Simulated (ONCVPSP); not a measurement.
**osmium (Os): ONCV pseudisation with PBEsol, scalar-relativistic reference atom.**

Os (Z = 76), optimised norm-conserving Vanderbilt (ONCV), made with ONCVPSP 4.0.1 (PBEsol, scalar-relativistic). Core [Kr] 4d10, reference 4f14 5s2 5p6 5d6 6s2. Waves: 5s+6s: rc 1.40 bohr, ncon 4, nbas 7, qcut 7.7 1/bohr, 2 projectors; 5p: rc 2.00 bohr, ncon 4, nbas 8, qcut 8.7 1/bohr, 2 projectors, debl 3.2 Ha; 5d: rc 1.45 bohr, ncon 4, nbas 7, qcut 5.7 1/bohr, 2 projectors, debl 0.8 Ha; 4f: rc 0.75 bohr, ncon 5, nbas 10, qcut 20 1/bohr, 2 projectors, debl 1.3 Ha. Local part: polynomial inside 0.50 bohr (lpopt 5, dvloc0 0 Ha). Core correction: none.

In the f channel the program set the typed energies aside and used -1.912, 0.250 Ha.

(1) Estimate the cutoffs (Ha) at which the residual kinetic energy of the hardest occupied pseudo-wave falls to 1 and 0.1 mHa per electron.

(2) What does a ghost test show?

(3) Which valence shell sets the plane-wave cutoff?

(4) Tests: 4f14 5s2 5p6 5d6 6s1; 4f14 5s2 5p6 5d6 6s0; 4f14 5s2 5p6 5d5 6s0; 4f14 5s2 5p6 5d7 6s0. Which has the largest error in its energy relative to the reference configuration, and how large is it?

Answers

(1) 460 Ha and 741 Ha.

(2) Ghosts flagged at negative energy: s at -1539.7 eV, p at -591.6 eV, d at -27.4 eV; GHOST(+) flagged for s at 166.7 eV. A true bound ghost makes a file unfit for plane-wave use.

(3) 4f: 460 Ha for 1 mHa per electron, against 26 Ha for 5s.

(4) 4f14 5s2 5p6 5d5 6s0, with -14 meV (all-electron minus pseudo) on +55.44 eV.
